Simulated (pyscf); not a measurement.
`[OH][Al]([OH])[F]`, singlet

Gas-phase minimum from PySCF at ωB97X-D3(BJ)/def2-SVP, one conformer. 

```xyz
6

O      1.2437    -0.3633     0.4651
Al    -0.0455     0.2764    -0.4239
O     -0.4250     1.9204    -0.3806
F     -0.9852    -0.7064    -1.3753
H      1.5106    -1.2842     0.4828
H      0.0415     2.5842     0.1300
```
Charge 0, spin multiplicity 1.

Bonds (Å): O1–Al2 1.692, O1–H5 0.959, Al2–O3 1.688, Al2–F4 1.660, O3–H6 0.959. Angles (°): Al2–O1–H5 125.8, O1–Al2–O3 121.8, O1–Al2–F4 120.6, O3–Al2–F4 117.7, Al2–O3–H6 125.4.

Properties at ωB97X-D3(BJ)/def2-SVP:

| Property | Value |
|---|---|
| Harmonic wavenumbers, unscaled | 229, 247, 291, 337, 347, 556, 570, 714, 963, 990, 3992, 3998 cm⁻¹ |
| Zero-point energy | 18.9 kcal/mol |
| Rotational symmetry number | 1 |
| Entropy of this conformer at 298 K and 1 atm, rigid rotor and harmonic oscillator, modes under 100 cm⁻¹ raised to 100 | 306.9 J/(mol K) |
| Dipole moment | 2.06 D |

Single-point totals, which compare only within one level (frozen core for MP2 and CC):

```csv
level,total energy (hartree)
ωB97X-D3(BJ)/def2-TZVP,-494.29027
PBE/def2-TZVP,-493.85052
r²SCAN/def2-TZVP,-494.10557
B3LYP-D3(BJ)/def2-TZVP,-494.27381
PBE0-D3(BJ)/def2-TZVP,-493.87269
M06-2X/def2-TZVP,-494.13917
ωB97M-D3(BJ)/def2-TZVP,-494.33497
HF/def2-TZVPP,-492.57635
MP2/def2-TZVPP,-493.38659
CCSD/def2-TZVPP,-493.39021
CCSD(T)/def2-TZVPP,-493.41586
```

The CCSD(T) − MP2 part came from Ansatz, without density fitting, on the same reference.
